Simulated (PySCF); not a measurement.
Two species compared at the same levels of theory.

First species: C8H12OSi.
SMILES with atom numbers: `[CH2:1]=[C:2]1[CH:3]=[CH:4][O:5][Si@H:6]1[CH:7]1[CH2:8][CH2:9][CH2:10]1` (hydrogens: H11, H12 on C1; H13 on C3; H14 on C4; H15 on Si6; H16 on C7; H17, H18 on C8; H19, H20 on C9; H21, H22 on C10)

Second species: C5H13NO3Si.
SMILES: `CC(=O)O[Si@H](N)OC(C)C`

Levels: PBE0/pcSseg-1 for HOMO energy, LUMO energy and HOMO–LUMO gap. Geometries: GFN2-xTB. All species are isolated and taken at one optimised geometry, non-relativistic unless stated. Electronic properties by PySCF.

The conformers computed, where there is a choice (atom-mapped SMILES and torsion angles):
- `[CH2:1]=[C:2]1[CH:3]=[CH:4][O:5][Si@H:6]1[CH:7]1[CH2:8][CH2:9][CH2:10]1`: O5–Si6–C7–C8 -57°

The conformers of `CC(=O)O[Si@H](N)OC(C)C` aren't listed.

Values for the first species:

```
HOMO energy   : -6.09 eV
LUMO energy   : -0.73 eV
HOMO–LUMO gap : 5.36 eV
```

(1) Estimate the same properties for the second species, and the change in each.

## Answers

(1) 
| property | first | second | second less first |
| --- | --- | --- | --- |
| HOMO energy | -6.09 eV | -7.73 eV | -1.64 eV |
| LUMO energy | -0.73 eV | 0.20 eV | +0.93 eV |
| HOMO–LUMO gap | 5.36 eV | 7.93 eV | +2.57 eV |

